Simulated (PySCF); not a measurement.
F$_{2}$Ge, charge +1, doublet, at a GFN2-xTB geometry (a state made from the parent by changing its charge; the spin is typed, not shown lowest). Base run: B3LYP/def2-SVP in PySCF.

Input for PySCF:
```python
from pyscf import gto, scf, dft, solvent

mol = gto.Mole()
mol.atom = '''
    Ge    0.032454   -0.021642    0.299600
    F     0.771473    1.471419   -0.518933
    F    -0.886865   -1.394470   -0.546312
'''
mol.basis = 'def2-svp'
mol.charge = 1
mol.spin = 1
mol.verbose = 4
mol.build()

mf = dft.UKS(mol)
mf.xc = 'b3lyp'
mf.kernel()
```

Variants of this job, named by their change:

```csv
change,ΔE vs base (kJ/mol)
base,0.00
model = IEF-PCM; solvent = n-hexane,-130.9
model = C-PCM; solvent = n-hexane,-133.1
model = SS(V)PE; solvent = n-hexane,-129.7
model = IEF-PCM; solvent = toluene,-162.4
model = IEF-PCM; solvent = n-hexane; r_probe = 0.5,-106.5
model = IEF-PCM; solvent = dichloromethane,-252.5
model = IEF-PCM; solvent = n-hexane; vdw_scale = 1.4,-110.3
model = IEF-PCM; solvent = n-hexane; vdw_scale = 1.1,-145.5
model = ddCOSMO; solvent = n-hexane,-145.5
model = IEF-PCM; solvent = dimethylsulfoxide,-279.6
model = IEF-PCM; solvent = n-hexane; vdw_scale = 1.0,-165.3
```

The base is the gas phase, so ΔE is the electrostatic part of solvation at a fixed geometry, without cavity and dispersion terms.

Open shells are given as the SCF converged; they aren't shown to be the lowest states, and a large step between rows can be another state.
